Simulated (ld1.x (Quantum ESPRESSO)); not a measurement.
Varying the TM potential for Mn

Base potential:

Mn, norm-conserving Troullier–Martins (Kleinman–Bylander form), made with ld1.x (Quantum ESPRESSO) 7.5 (PBEsol, scalar-relativistic). Core [Ar], reference 3d5 4s0 4p0 (charge +2). Waves: 4s (bound, empty): rc 2.30 bohr; 4p (bound, empty): rc 0.95 bohr; 3d (bound): rc 1.35 bohr. Local part: the d channel. Core correction: Bessel-smoothed model core inside 0.70 bohr.

All-electron outer shells of the reference configuration (PBEsol, scalar-relativistic, ld1.x):

```
shell  level (eV)  outermost node (bohr)  outermost maximum (bohr)
   3p      -72.27                   0.31                      0.75
   3d      -24.28                      –                      0.76
   4s      -19.23                   1.05                      2.24
   4p      -13.67                   1.14                      2.67
```

Cutoffs, loose and tight: the cutoffs (Ry, on a coarse ladder) from which the occupation-weighted sum of valence levels, in a spherical-Bessel basis at the reference potential, stays within 10 and 1 mRy of its value at 400 Ry. They do not see the model core or the augmentation charge, which bear on the density cutoff. Test errors are all-electron minus pseudo excitation energies from the reference, over the configurations 3d5 4s2 4p0; 3d5 4s1 4p0; 3d4 4s0 4p0; 3d5 4s1 4p1; 3d6 4s0 4p0; 3d4 4s2 4p1; 3d5 4s1.5 4p0. A dash means not determined; rows that change the core or the reference have their own tests. The largest error is taken over the tests solved by every variant that gives reliable tests at all: 3d4 4s0 4p0; 3d5 4s1 4p0; 3d5 4s1.5 4p0; 3d5 4s2 4p0; 3d6 4s0 4p0.

A true bound ghost makes a file unfit for plane-wave use even where its test errors are small: the radial tests pick states by their node count and pass the ghost by. Where a test does run into it, the solver fails or the error is huge.

For the base: The 4p radius (0.95 bohr) lies inside the outermost node of the all-electron wave (1.14 bohr), which a nodeless pseudo-wave cannot match soundly.

```csv
change,outcome,"cutoff, loose","cutoff, tight",bound ghosts,largest test error (meV)
base,generated,120 Ry,140 Ry,"s, p",-350
"all radii but the core radius scaled by about 0.78 (s 1.80, p 0.74, d 1.06 bohr)",generated,180 Ry,200 Ry,"s, p",-347
"all radii but the core radius scaled by about 0.95 (s 2.18, p 0.90, d 1.28 bohr)",generated,140 Ry,160 Ry,"s, p",-350
"all radii but the core radius scaled by about 1.05 (s 2.42, p 1.00, d 1.42 bohr)",generated,110 Ry,140 Ry,"s, p",-350
"all radii but the core radius scaled by about 1.10 (s 2.54, p 1.04, d 1.50 bohr)",generated,100 Ry,120 Ry,"p, s",-348
"all radii but the core radius scaled by about 1.30 (s 3.00, p 1.24, d 1.76 bohr)",generated,80 Ry,120 Ry,"s, p",-330
"all radii but the core radius scaled by about 1.39 (s 3.20, p 1.32, d 1.88 bohr)",generated,70 Ry,110 Ry,"p, s",-308
```

Task: What comes out with this change to the base: all radii but the core radius scaled by about 1.23 (s 2.82, p 1.16, d 1.66 bohr)?

Result: outcome: generated; cutoff, loose: 90 Ry; cutoff, tight: 140 Ry; bound ghosts: s, p; largest test error (meV): -339.

Task: What comes out with this change to the base: all radii but the core radius scaled by about 0.84 (s 1.94, p 0.80, d 1.14 bohr)?

Result: outcome: generated; cutoff, loose: 160 Ry; cutoff, tight: 180 Ry; bound ghosts: s, p; largest test error (meV): -348.

Reading the sweep of the scale of all radii but the core radius (base = 1) (base included, trends over the rows without a ghost): Bound ghosts are found at 0.78, 0.84, 0.95, 1, 1.05, 1.1, 1.23, 1.3, 1.39. Every judged row has one, so this setting neither creates nor removes them.
